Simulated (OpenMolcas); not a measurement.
## V2+ in a ligand field

V2+ with 6 ligands (fluoride) in octahedral coordination (Oh) at 2.1 Å. A charge of +0.667 e stands 2.6 Å behind each ligand. Ligand basis ANO-RCC-VDZP.

```yaml
Program: OpenMolcas 26.06
Method: "SS-CASPT2, IPEA 0.25 Eh, imaginary shift 0.1 Eh (closed shells correlated: 3s 3p and the ligand valence shells)"
Basis: ANO-RCC-VTZP [6s5p3d2f1g]
Scalar_Hamiltonian: DKH2, point nucleus
Active_space: 3 electrons in 5 orbitals (3d)
State_averaging: 2S+1 = 4 even, 10 roots; 2S+1 = 2 even, 40 roots
Spin-orbit_coupling: state interaction with AMFI integrals over the reference wave functions
```

The lowest spin-free states (labels of O, the rotations of Oh), above the lowest:

| State | Degeneracy | E (cm-1) | Free-ion L (%) |
| --- | --- | --- | --- |
| 4A2 | 1 | 0 | F (100) |
| 4T2 | 3 | 9790 | F (100) |
| 2E | 2 | 13040 | G (64) |
| 2T1 | 3 | 13840 | G (47) |
| 4T1 | 3 | 14830 | F (88) |
| 2T2 | 3 | 17940 | D (43) |
| 2A1 | 1 | 19380 | G (100) |
| 2T2 | 3 | 23220 | G (50) |
| 2T1 | 3 | 23690 | H (52) |
| 4T1 | 3 | 23980 | P (88) |
| 2E | 2 | 24600 | H (51) |
| 2T1 | 3 | 27740 | P (47) |
| 2T2 | 3 | 33910 | D (58) |
| 2T1 | 3 | 34310 | H (71) |
| 2A2 | 1 | 35150 | F (100) |
| 2T2 | 3 | 36290 | F (84) |
| 2E | 2 | 40250 | D (42) |
| 2T1 | 3 | 41990 | F (86) |
| 2E | 2 | 53650 | D (94) |
| 2T2 | 3 | 58080 | D (92) |

The lowest levels with spin-orbit coupling:

```csv
E (cm-1),Degeneracy,Label,2S+1,g
0,4,Γ8,4,
9720,2,Γ7,4,2.93 2.93 2.93
9760,4,Γ8,4,
9820,4,Γ8,4,
9830,2,Γ6,4,2.40 2.40 2.40
13050,4,Γ8,2,
13790,4,Γ8,2,
13890,2,Γ6,2,0.50 0.50 0.50
14720,2,Γ7,4,1.17 1.17 1.17
14740,4,Γ8,4,
14940,4,Γ8,4,
15010,2,Γ6,4,4.09 4.09 4.09
17940,4,Γ8,2,
18010,2,Γ7,2,1.05 1.05 1.05
19410,2,Γ6,2,2.18 2.18 2.18
23210,2,Γ7,2,0.60 0.60 0.60
23230,4,Γ8,2,
23540,2,Γ6,2 (89 %),0.23 0.23 0.23
23640,4,Γ8,2 (70 %),
23930,2,Γ6,4 (89 %),2.64 2.64 2.64
```

Powder χT (cm3 K/mol): 1.8 at 2 K, 1.8 at 10 K, 1.81 at 50 K, 1.81 at 100 K, 1.83 at 200 K, 1.85 at 300 K. The effective moment at 300 K is 2.828 √(χT) = 3.85 μB.

The lowest level has 2S+1 = 4, for which the spin-only value is χT = S(S+1) / 2 = 1.875 cm3 K/mol (g = 2). The computed 1.851 at 300 K differs by -0.024, through orbital momentum, spin-orbit coupling and any other state in reach.

Roots that are degenerate in the reference are averaged as groups; the widest CASPT2 spread within a group is 110 cm-1 (the 3-fold group of multiplicity 4 near 14800 cm-1 above the lowest state of its run). Shifts and gaps below about the spread of the groups concerned are not significant. Over all roots computed the reference weight is 0.70 to 0.71; a low but even weight reflects the number of correlated electrons. Ligand-to-metal charge-transfer states are missing. These CASPT2 states fit no ligand-field parameters well, so their order and spin gaps are uncertain. With no ligand orbital active B as a rule stays too high, so bands that hang on it stand too high and its fall with covalency is understated. With one d shell and no ligand orbital active, 10Dq can be off by tens of per cent for divalent 3d ions, low with halides held by bare charges and at times high in hosts. Free-ion shares, where given, are those of the reference states; single-state CASPT2 does not remix them. No measured value stands beside these numbers; the geometry was imposed, not optimised, and the real ion may take another.
